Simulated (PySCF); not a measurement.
Species: C6H6F4.
Atom-mapped SMILES: `[CH2:1]=[CH:2][CH2:3]/[C:4](=[CH:5]/[F:6])[C:7]([F:8])([F:9])[F:10]` (hydrogens: H11, H12 on C1; H13 on C2; H14, H15 on C3; H16 on C5)

Structure optimised with GFN2-xTB, isolated species.

Q: What internal coordinates does the optimisation give?

A: 
```csv
bond,length (Å)
C1=C2,1.319
C2–C3,1.497
C3–C4,1.506
C4=C5,1.325
C5–F6,1.330
C4–C7,1.507
C7–F8,1.331
"C7–F9, C7–F10",1.348
C1–H11,1.077
C1–H12,1.076
C2–H13,1.081
"C3–H14, C3–H15",1.095
C5–H16,1.081
```

Bonds in one row agree within 0.01 Å and their mean is given. A selection of angles:
```csv
angle,degrees
C1–C2–C3,124.0
C2–C3–C4,113.5
C3–C4–C5,123.3
C3–C4–C7,113.4
C5–C4–C7,123.3
C4–C5–F6,124.4
C4–C7–F8,115.2
C4–C7–F9,111.2
F8–C7–F9,106.6
F9–C7–F10,105.8
```

Torsions: C1–C2–C3–C4 -116° (anticlinal); C2–C3–C4–C5 10° (synperiplanar); C3–C4–C5–F6 180° (antiperiplanar); C3–C4–C7–F8 -176° (antiperiplanar). The mirror-image conformer, all signs reversed, is as good.

The 5 C–C bonds span 1.319 Å (C1=C2, drawn double) to 1.507 Å (C4–C7, drawn single), a spread of 0.188 Å. Of the pairs four or more bonds apart, C2···H16 is among the closest relative to their van der Waals radii: 2.53 Å, 87 % of the sum of Bondi's values.

Point group: C1 (no symmetry element, even within 0.4 Å). Stationary, but not proved a minimum. One conformer, not necessarily the lowest.

The numbers are calculated, not measured.
